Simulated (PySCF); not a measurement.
Saddle point of CH$_{4}$ClGa, closed shell (CH₄ClGa ([CH3][GaH][Cl]) → CH₃Ga ([CH3][Ga]) + HCl; bonds formed: Cl2–H3; bonds broken: Ga1–Cl2, Ga1–H3), PBE0-D4/def2-TZVP structure:

Ga1  (-0.843, -0.701, -0.200)
Cl2  (1.032, -1.699, -1.767)
H3  (-0.520, -1.927, -1.299)
C4  (-0.042, 0.863, 0.696)
H5  (-0.756, 1.364, 1.350)
H6  (0.310, 1.566, -0.064)
H7  (0.819, 0.534, 1.283)
(Å)

Energies are electronic, without zero-point energy. Barriers and step energies count from the start structure reached by relaxing down the imaginary mode; all methods use the PBE0-D4 structures, on which another method's saddle can fall below an end. PySCF 2.14 with density fitting (its default auxiliary sets; JK sets also for MP2 and CCSD(T)); basis: def2-TZVPP, with def2-QZVPP for the basis limit; cores frozen in the correlated methods. Filled d shells of the heavier atoms are correlated. The def2 sets are not built for correlating such inner shells, so the correlated values are less sure here. B3LYP uses VWN-RPA correlation. Extrapolation: Hartree–Fock as exp(−7.88 √X), correlation as X^−2.97.

| method | barrier (eV) | step energy (eV) |
| --- | --- | --- |
| SPW92 | 1.921 | 1.868 |
| PBE-D4 | 1.957 | 1.686 |
| r2SCAN-D4 | 2.233 | 1.998 |
| PBE0-D4 | ? | 1.860 |
| B3LYP-D4 | ? | 1.684 |
| BHLYP-D4 | ? | 1.887 |
| wB97M-V | 2.473 | 1.859 |
| HF | 3.148 | 2.035 |
| MP2 | 2.569 | 2.056 |
| CCSD | 2.664 | 1.940 |
| CCSD(T) | 2.535 | 1.935 |

(1) Fill in the withheld barriers. (An estimate is asked for; the value comes from the calculation.)

T1 diagnostic: at most 0.015. The restricted Hartree–Fock reference is unstable towards an unrestricted one at one or more of these structures.

Results:

(1) Computed: B3LYP-D4 2.200; BHLYP-D4 2.587; PBE0-D4 2.291 eV. Each is the energy of the saddle less that of the start structure, by the same method.

For comparison, the barrier by CCSD(T) at an estimated basis limit (MP2 extrapolated from triple and quadruple zeta, plus CCSD(T) − MP2 in triple zeta) is 2.411 eV.

Labels in which every atom is bracketed show which atoms are joined, not bond orders.

For scale, one of the runs: CCSD(T)/def2-TZVPP, 177 basis functions, launched by `OMP_NUM_THREADS=4 python run.py`. The run took 2.8 min on 4 CPU threads of an Intel Xeon 6975P-C (shared host), with 1.9 GiB of host memory at its peak.
